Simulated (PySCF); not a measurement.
SMILES C[Si](C)(C)/C=[CH]/[Al]([OH])[OH] (GFN2-xTB optimised geometry):

```
22

Si    -2.887     1.610     0.002
C     -3.963     1.690     1.579
C     -4.017     1.661    -1.537
C     -1.688     3.093    -0.033
C     -1.930    -0.029     0.001
C     -0.605    -0.162     0.000
Al     0.295    -1.926     0.000
O      1.942    -1.926     0.000
O     -0.649    -3.277     0.000
H     -3.353     1.649     2.477
H     -4.662     0.860     1.621
H     -4.542     2.608     1.616
H     -4.710     0.825    -1.544
H     -4.606     2.573    -1.565
H     -3.439     1.615    -2.455
H     -2.226     4.037    -0.039
H     -1.037     3.096     0.836
H     -1.058     3.071    -0.917
H     -2.527    -0.936     0.001
H      0.009     0.734    -0.001
H      2.887    -1.953     0.000
H     -1.211    -4.037     0.000
```

Level of theory: CAM-B3LYP/def2-SVP (PySCF 2.14.0).

Question: What are the frontier orbital energies and the dipole moment?

Answer: HOMO-2 -9.59 eV, HOMO-1 -8.59 eV, HOMO -8.33 eV, LUMO 0.82 eV, LUMO+1 1.38 eV; dipole moment 1.14 D.

On the same geometry PBE/def2-SVP (PySCF 2.14.0) gives HOMO-2 -6.60 eV, HOMO-1 -6.18 eV, HOMO -5.72 eV, LUMO -1.23 eV, LUMO+1 -0.33 eV; dipole moment 0.99 D.

Meta-Löwdin charges at CAM-B3LYP/def2-SVP: Si1 0.91, C2 -0.54, C3 -0.54, C4 -0.55, C5 -0.30, C6 -0.36, Al7 1.04, O8 -0.73, O9 -0.73, H10 0.11, H11 0.10, H12 0.10, H13 0.10, H14 0.10, H15 0.11, H16 0.11, H17 0.11, H18 0.11, H19 0.09, H20 0.09, H21 0.34, H22 0.34.
